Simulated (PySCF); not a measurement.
# Energy of V⁺ (vanadium, charge +1) between two integer charges

The 3d alpha orbital of [Ar] 3d4 is emptied in steps (occupation f), with all orbitals relaxed, ending at [Ar] 3d3. All numbers are calculated (PySCF 2.14, no relativity, point nucleus, in def2-SVP (5s3p2d1f, 31 functions)). The exact energy is a straight line in f; departures are measured from the line between the end points of the same method.

```
  f  BHandHLYP (eV)
  1           0.000
0.9          -0.219
0.7          -0.517
0.5          -0.621
0.3          -0.527
0.1          -0.228
  0           0.000
```

```csv
method,E(f=0) − E(f=1) (eV),−ε at f=1 (eV),−ε at f=0.5 (eV)
BHandHLYP,14.318,11.898,14.289
```

Orbital energy along the path (eV):

```tsv
f	BHandHLYP
1	-11.898
0.9	-12.356
0.7	-13.309
0.5	-14.289
0.3	-15.295
0.1	-16.332
0	-16.874
```

Reference removal energy between the ground levels: 14.634 ± 0.007 eV (measured; NIST Atomic Spectra Database, ionization energies). The calculation has no spin-orbit coupling. The determinant left behind need not be the lowest term of the ion.
